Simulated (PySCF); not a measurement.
Ligands exchanged one at a time, Ga Br-OH. Isolated molecules, 0 K electronic values unless said otherwise. One relaxed conformer stands for each flexible species; it need not be the lowest. Strings in code marks are SMILES.

All values below come from B3LYP-D3(BJ)/def2-TZVP (PySCF). All candidates: neutral, multiplicity 1. B3LYP has the VWN-RPA correlation part, as in Gaussian. Delta-SCF ions had no search for a lower state. Excitations are Tamm–Dancoff values on a coarser integration grid. The basis has no diffuse functions, so Rydberg states are missing or too high.

```json
{
 "LUMO": "-1.35 eV",
 "vertical ionisation energy (Delta-SCF)": "11.17 eV",
 "T1 excitation (TDA)": "5.66 eV"
}
```

Question: Name which member has these values.
A. `[Br][Ga]([Br])[Br]`
B. `[OH][Ga]([Br])[Br]` (H–O–Ga–Br torsion 180°)
C. `[OH][Ga]([OH])[OH]`
D. `[OH][Ga]([OH])[Br]` (H–O–Ga–Br torsion 0°, Br–Ga–O–H torsion -180°)

Answer: C, `[OH][Ga]([OH])[OH]`. The others give `[Br][Ga]([Br])[Br]`: -2.68 eV, 10.45 eV, 4.42 eV; `[OH][Ga]([OH])[Br]` (H–O–Ga–Br torsion 0°, Br–Ga–O–H torsion -180°): -1.76 eV, 10.92 eV, 5.24 eV; `[OH][Ga]([Br])[Br]` (H–O–Ga–Br torsion 180°): -2.22 eV, 10.69 eV, 4.84 eV
